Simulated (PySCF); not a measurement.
# One molecule, several mistakes: BCH6OSi cation

These are calculations, not measurements. They come from PySCF 2.14.0, an open-source quantum chemistry program, on an isolated molecule that a program drew, which may never have been made. The molecule is BCH6OSi cation (charge +1, singlet), drawn as the SMILES string `[BH+]O[SiH2]C`.

Each row is a Hartree-Fock (HF) and frozen-core CCSD(T) single point in the cc-pV(D+d)Z basis, meant for a local HF minimum. Run 1 is clean. Each other run has one planted mistake out of seven kinds, and not every kind appears here: one electron removed, one electron added, multiplicity raised by two, geometry at a saddle point, minimal basis STO-3G, one bond length entered in bohr, all coordinates scaled. The reference is restricted for singlets and unrestricted otherwise, and also for a bond in bohr. Adding or removing an electron swaps singlet and doublet. Electrons count all cores. HOMO and LUMO are orbital energies over both spins, the gradient is its largest component, and the lowest frequency (negative if imaginary) is given only where the gradient is small. Bond lengths are over the 9 bonds as drawn. T1 is the CCSD diagnostic: over 0.02 (restricted) or 0.045 (unrestricted) a single reference is doubtful.

Geometry of the clean run:
```xyz
10
BCH6OSi cation, angstrom
B    -1.6569    1.6551   -1.9451
O    -0.6703    1.2520   -1.3712
Si    0.8537    0.7368   -0.4732
C     0.8972   -1.0980   -0.6402
H    -2.6110    2.0405   -2.5005
H     0.5601    1.2769    0.8539
H     1.8562    1.4962   -1.2198
H     1.7894   -1.4710   -0.1276
H     0.0251   -1.5629   -0.1765
H     0.9595   -1.4034   -1.6866
```

| run | electrons | basis functions | <S^2> | HOMO (eV) | LUMO (eV) | gradient (hartree/bohr) | lowest frequency (cm^-1) | mean bond (Å) | longest bond (Å) | T1 | HF (hartree) | CCSD(T) (hartree) | mistake |
|---|---|---|---|---|---|---|---|---|---|---|---|---|---|
| 1 | 38 | 95 | 0.000 | -17.43 | -2.36 | 3.5e-05 | 116 | 1.3631 | 1.843 | 0.0149 | -429.68378 | -430.23031 | no fault |
| 2 | 38 | 95 | 0.000 | -16.95 | -2.50 | 6.2e-02 | - | 1.4381 | 1.944 | 0.0172 | -429.65781 | -430.21609 | all coordinates scaled |
| 3 | 38 | 95 | 0.711 | -15.96 | -2.45 | 2.0e-02 | - | 1.4711 | 2.063 | 0.0574 | -429.55338 | -430.09710 | one bond length entered in bohr |
| 4 | 39 | 95 | 0.764 | -4.07 | 3.18 | 1.6e-01 | - | 1.3631 | 1.843 | 0.0164 | -429.80013 | -430.35615 | one electron added |
| 5 | 37 | 95 | 0.762 | -23.86 | -14.46 | 1.4e-01 | - | 1.3631 | 1.843 | 0.0195 | -429.09905 | -429.61370 | one electron removed |
| 6 | 38 | 95 | 2.009 | -8.90 | -7.93 | 1.5e-01 | - | 1.3631 | 1.843 | 0.0301 | -429.39516 | -429.93944 | ? |

**Which mistake was planted in run 6, and what did it cost?**

Electrons, basis and geometry are unchanged, and <S^2> is 2.009, beside S(S+1) = 2.00 for a multiplicity of 3. So the mistake is: multiplicity raised by two. Subtracting run 1 and multiplying by 627.51 kcal/mol a hartree, the energy moved by 181.1 kcal/mol in HF and 182.5 kcal/mol in CCSD(T).

Cautions from the logs. Run 3: T1 is over the limit, so its CCSD(T) energy is less reliable.
